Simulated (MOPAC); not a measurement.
Input file for MOPAC: PM3 on GaSb, 2S+1 = 3, a spin state set in the input, which need not be the lowest, a point of a bond scan (R = 2.472 Å).

```
PM3 1SCF PRECISE CHARGE=0 UHF MS=1 THREADS=1
GaSb

Ga     0.00000000 1     0.00000000 1     0.00000000 1
Sb     0.00000000 1     0.00000000 1     2.47215100 1
```

Output:

```
*******************************************************************************
 **                                                                           **
 **                              MOPAC v23.2.5                                **
 **                                                                           **
 *******************************************************************************
 ** MOPAC's Digital Object Identifier: https://doi.org/10.5281/zenodo.6511958 **
 **                                                                           **
 ** Please cite the open-source release paper for use of this MOPAC version:  **
 ** J. E. Moussa and J. J. P. Stewart (2026)                                  **
 ** MOPAC: An open-source semiempirical molecular orbital program             **
 ** J. Open Source Softw., 11(119), 8025, https://doi.org/10.21105/joss.08025 **
 *******************************************************************************

                              PM3 CALCULATION RESULTS

 *******************************************************************************
 *  PM3        - The PM3 Hamiltonian to be used
 *  UHF        - UNRESTRICTED HARTREE-FOCK CALCULATION
 *
 *
 *
 *                 CHARGE ON SYSTEM = 0
 *
 *
 *
 *  MS=        - IN MECI, MAGNETIC COMPONENT OF SPIN =  1.0
 *  PRECISE    - TIGHTER CRITERIA TO BE USED
 *  1SCF       - DO 1 SCF AND THEN STOP
 *  THREADS=1  - MULTI-THREADING NOT USED
 *  T=         - A TIME OF 172800.0 SECONDS REQUESTED
 *  DUMP=N     - RESTART FILE WRITTEN EVERY 7200.0 SECONDS REQUESTED
 *******************************************************************************
PM3 1SCF PRECISE CHARGE=0 UHF MS=1 THREADS=1
 GaSb

   ATOM   CHEMICAL          X               Y               Z
  NUMBER   SYMBOL      (ANGSTROMS)     (ANGSTROMS)     (ANGSTROMS)

     1      Ga          0.00000000  *   0.00000000  *   0.00000000  *
     2      Sb          0.00000000  *   0.00000000  *   2.47215100  *



          CARTESIAN COORDINATES

    NO.       ATOM           X           Y           Z

     1        Ga          0.0000      0.0000      0.0000
     2        Sb          0.0000      0.0000      2.4722

 Ga: (PM3): J. J. P. STEWART, J. COMP. CHEM. 12, 320-341 (1991).
 Sb: (PM3): J. J. P. STEWART, J. COMP. CHEM. 12, 320-341 (1991).

           Empirical Formula: Ga Sb  =     2 atoms



      MOLECULAR POINT GROUP   :   C*v


          UHF CALCULATION, NO. OF ALPHA ELECTRONS =    5
                           NO. OF BETA  ELECTRONS =    3

 -------------------------------------------------------------------------------
 PM3 1SCF PRECISE CHARGE=0 UHF MS=1 THREADS=1
 GaSb



     1SCF WAS SPECIFIED, SO BFGS WAS NOT USED
     SCF FIELD WAS ACHIEVED


                              PM3 CALCULATION
                                                       MOPAC v23.2.5 Linux




          FINAL HEAT OF FORMATION =         66.92210 KCAL/MOL =     280.00206 KJ/MOL


          COSMO AREA              =        106.73 SQUARE ANGSTROMS
          COSMO VOLUME            =         97.05 CUBIC ANGSTROMS

          IONIZATION POTENTIAL    =          7.856494 EV
          ALPHA SOMO LUMO (EV)    =         -7.964 -1.790
          BETA  SOMO LUMO (EV)    =         -7.856 -2.351
          NO. OF ALPHA ELECTRONS  =          5
          NO. OF BETA  ELECTRONS  =          3
          MOLECULAR WEIGHT        =        191.4850         POINT GROUP:  C*v

          MOLECULAR DIMENSIONS (Angstroms)

            Atom       Atom       Distance
           Sb     2   Ga     1     2.47215
           Sb     2   Ga     1     0.00000
           Ga     1   Sb     2     0.00000


          SCF CALCULATIONS        =          1





   ATOM   CHEMICAL          X               Y               Z
  NUMBER   SYMBOL      (ANGSTROMS)     (ANGSTROMS)     (ANGSTROMS)

     1      Ga          0.00000000  *   0.00000000  *   0.00000000  *
     2      Sb          0.00000000  *   0.00000000  *   2.47215100  *

                             CARTESIAN COORDINATES

   1   Ga        0.000000000     0.000000000     0.000000000
   2   Sb        0.000000000     0.000000000     2.472151000


           Empirical Formula: Ga Sb  =     2 atoms



      MOLECULAR POINT GROUP   :   C*v


          ALPHA EIGENVALUES
 -39.24183 -16.12499  -8.06959  -7.97180  -7.96388  -1.78963  -1.74641  -1.07994


           BETA EIGENVALUES
 -34.87221 -15.57109  -7.85649  -2.35088  -1.84369  -1.69154  -1.16725  -0.90667


              NET ATOMIC CHARGES AND DIPOLE CONTRIBUTIONS

  ATOM NO.   TYPE          CHARGE      No. of ELECS.   s-Pop       p-Pop
    1         Ga           0.662184        2.3378     1.95781     0.38001
    2         Sb          -0.662184        5.6622     1.95576     3.70642
 DIPOLE           X         Y         Z       TOTAL
 POINT-CHG.     0.000     0.000    -7.863     7.863
 HYBRID        -0.000    -0.000     0.647     0.647
 SUM           -0.000    -0.000    -7.216     7.216


          ATOMIC ORBITAL ELECTRON POPULATIONS

     Atom    s        px        py        pz
    1 Ga   1.95781   0.20405   0.09049   0.08547
    2 Sb   1.95576   1.79595   0.90951   1.00096


                    (SZ)    =    1.000000
                    (S**2)  =    2.002266


          ATOMIC ORBITAL SPIN POPULATIONS

    Atom   Total    s     px     py     pz
         Atomic
    1 Ga  0.1334  0.020 -0.012  0.090  0.034
    2 Sb  1.8666  0.006  0.012  0.910  0.939

 **********************
 *                    *
 * JOB ENDED NORMALLY *
 *                    *
 **********************




 == MOPAC DONE ==
```

The run finished.

Cost: about 0.020 core-seconds (a rough figure).
